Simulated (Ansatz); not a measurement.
A run for Ansatz (a first-principles code): U-CCSD(T)/cc-pVTZ on GaH4N (SMILES [NH2][GaH2]), a point of a bond scan (R = 1.718 Å). The run froze 15 orbitals, filled d shells among them.

Ansatz 0.2 input:
```yaml
crystal:
  periodic: [false, false, false]
  atoms:
    - {symbol: Ga, position_ang: [0.00714879, -0.17519761, -0.34209661]}
    - {symbol: H, position_ang: [-1.42148775, -0.06709002, -1.28974594]}
    - {symbol: H, position_ang: [1.33185945, -0.90944633, -0.72241143]}
    - {symbol: N, position_ang: [-0.02676587, 0.65595973, 1.28084855]}
    - {symbol: H, position_ang: [-0.82046562, 1.16143064, 1.63887754]}
    - {symbol: H, position_ang: [0.74596657, 0.66434142, 1.92618506]}
basis:
  gaussian:
    orbitals: cc-pVTZ
correlation: {method: ccsd_t, electrons: outside_noble_gas}
scf: {omitted_lower_state_checks: [cluster_reference]}
magnetization: {spin_polarized: true, initial_magnetization: 0}
```

It printed:

```
WARN ansatz: RAYON_NUM_THREADS=1 ignored (pool sized by the plan → 1); use --threads N
Functional definition: HF
these checks for a lower state are left out or cut short: cluster_reference
integrals: 0.37 GiB planned
765 factors; integrals over basis functions are off by at most 1.0e-3 eV
mean field: 0.41 GiB planned
mean field evaluation 1: about -53878.1332 eV, gradient 2.5e1 eV
mean field evaluation 2: about -53878.1358 eV, gradient 2.5e1 eV
mean field evaluation 4: about -53880.8975 eV, gradient 1.6e0 eV
mean field evaluation 8: about -53880.9224 eV, gradient 3.8e-4 eV
mean field -53880.92236328 eV, -1980.0873750497 hartree, gradient 2.8e-6 eV, S^2 0.000000; 0 other end points of the search recorded, 0 dependent functions left out
15 core orbitals not correlated
reference -53880.92236328 eV, -1980.0873750497 hartree; 6, 6 occupied and 108, 108 virtual orbitals, 765 factors
second order -8.36368591 eV of doubles, -0.00000000 eV of singles
coupled cluster: 0.74 GiB planned
cycle   1  -8.68792506 eV  change   -3.2e-1 eV  update   6.8e-2
cycle   2  -8.93854768 eV  change   -2.5e-1 eV  update   2.2e-2
cycle   3  -8.99586128 eV  change   -5.7e-2 eV  update   1.2e-2
cycle   4  -8.99199746 eV  change    3.9e-3 eV  update   3.7e-3
cycle   5  -8.99193128 eV  change    6.6e-5 eV  update   2.0e-3
cycle   6  -8.99180464 eV  change    1.3e-4 eV  update   5.9e-4
cycle   7  -8.99166882 eV  change    1.4e-4 eV  update   1.7e-4
cycle   8  -8.99170191 eV  change   -3.3e-5 eV  update   5.8e-5
cycle   9  -8.99170321 eV  change   -1.3e-6 eV  update   1.5e-5
perturbative correction -0.30100540 eV, -0.0110617445 hartree
Total energy: -53890.21507190 eV, -1980.4288757925 hartree
Checks for a lower state left out: cluster_reference
```

The calculation finished and met its thresholds.

Cost: very roughly 10 core-seconds.
